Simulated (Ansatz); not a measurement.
Ansatz (an electronic-structure program) input:
A basis named .json is the Basis Set Exchange file of that set.

Ansatz 0.2 input:
```yaml
crystal:
  periodic: [false, false, false]
  atoms:
    - {symbol: Nb, position_ang: [-0.03348067, 0.01583237, 0.06870002]}
    - {symbol: O, position_ang: [-1.25775266, -1.14517377, -0.12931487]}
    - {symbol: F, position_ang: [-0.34759301, 1.63675701, -0.84621835]}
    - {symbol: F, position_ang: [1.61811840, -0.69095002, 0.64819813]}
basis:
  gaussian:
    orbitals: def2-QZVPPD.json
    fitting: {mean_field: def2-universal-jkfit, correlation: def2-QZVPPD-RIFIT.json}
total_charge: 1
magnetization: {spin_polarized: false}
correlation: {method: mp2, electrons: outside_noble_gas}
```

Problem. What final total energy does it print?

Solution. -331.09810 Eh (RI-MP2/def2-QZVPPD). The basis has 279 functions.

This state (charge 1, singlet) is run at the relaxed geometry of the species with charge 0 and multiplicity 2.
